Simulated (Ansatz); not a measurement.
Coupled-cluster diagnostics for Li₇O₃⁺, Ansatz.

Geometry of the singlet (PBE-D4/def2-SVP):

| atom | x (Å) | y (Å) | z (Å) |
| --- | --- | --- | --- |
| Li1 | 1.723 | -0.442 | -0.103 |
| Li2 | -0.321 | 0.428 | 1.700 |
| Li3 | -0.494 | -0.609 | -0.265 |
| Li4 | 1.187 | -0.199 | -3.135 |
| Li5 | 0.957 | -2.338 | 2.212 |
| Li6 | -2.929 | 1.567 | 0.501 |
| Li7 | -0.207 | 1.490 | -0.955 |
| O8 | 0.782 | 0.100 | -1.544 |
| O9 | -1.361 | 1.016 | 0.348 |
| O10 | 0.662 | -1.014 | 1.241 |

Correlated methods freeze 3 core orbitals; core or outer-core shells of Li are correlated, in sets that lack core-valence functions. The structure comes from a short search, and lower isomers may exist.

(1) Estimate the CCSD(T) correlation energy, the shares of MP2 and (T), T1 and the reference's ⟨S²⟩ for: charge 1, singlet, own geometry in def2-TZVP; and the rough time on 4 threads of Arm Neoverse V1 on a shared host.

Results:

(1) 
```json
{"state": "charge 1, singlet, own geometry", "basis": "def2-TZVP", "correlation (eV)": "-29.769", "MP2 share (%)": "95.8", "(T) share (%)": "2.8", "T1": "0.015", "⟨S²⟩ (pure)": "0.00 (0.00)", "wall time": "2 min"}
```
Customary marks for T1 are 0.02 (closed shells), 0.045 (open shells) and about 0.05 (3d metals). T1 stays under 0.02 throughout.
